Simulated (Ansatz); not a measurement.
Ge12N, relaxed as a doublet with UKS PBE-D4/def2-SVP in Ansatz, starting from the GFN2-xTB geometry. Force threshold 0.03 eV/Å.

Another isomer (doublet) lies 0.24 eV lower at PBE0-D4/def2-TZVP; other spin states weren't run for this one.

Start:

Cartesian coordinates in Å:
```
N -1.268 -0.410 0.532
Ge -1.278 -1.248 -1.491
Ge -2.676 0.527 -0.185
Ge 0.823 -2.664 -0.747
Ge 0.226 0.142 1.682
Ge 0.068 2.672 1.863
Ge 1.022 -2.349 1.798
Ge -1.088 2.596 -0.343
Ge 2.438 -0.746 0.291
Ge 0.488 2.352 -2.237
Ge 1.507 1.765 -0.039
Ge -1.411 -2.445 0.739
Ge 1.150 -0.191 -1.864
```

Task: Estimate the energy that the relaxation releases and the steps that it takes.

Result: 0.39 eV, in 11 steps; 89 s on 2 threads of AMD EPYC 7R13 on a shared host and a share (18 GiB) of an NVIDIA H100 80GB HBM3. The force fell under the threshold at step 8, but the optimiser went on and released 0.002 eV more. No frequencies were taken in this run, so the end may be a saddle point.

Task: Does the start keep its bonding and symmetry?

Result: By distances, no bond broke or formed. The bond that changes most is Ge4–Ge9, from 2.71 to 2.96 Å (atoms count from 1).

Task: Predict the relaxed structure.

Result: 
Cartesian coordinates in Å:
```
N -1.402 -0.502 0.607
Ge -1.339 -1.163 -1.403
Ge -2.796 0.634 -0.117
Ge 0.810 -2.757 -0.845
Ge 0.133 0.080 1.610
Ge -0.051 2.648 1.870
Ge 1.184 -2.367 1.765
Ge -1.073 2.583 -0.481
Ge 2.598 -0.669 0.260
Ge 0.739 2.363 -2.331
Ge 1.552 1.828 0.035
Ge -1.455 -2.529 0.849
Ge 1.101 -0.149 -1.821
```
Bond lengths: 22 × Ge–Ge 2.56 to 2.84 Å; 4 × Ge–N 1.92 to 2.12 Å.
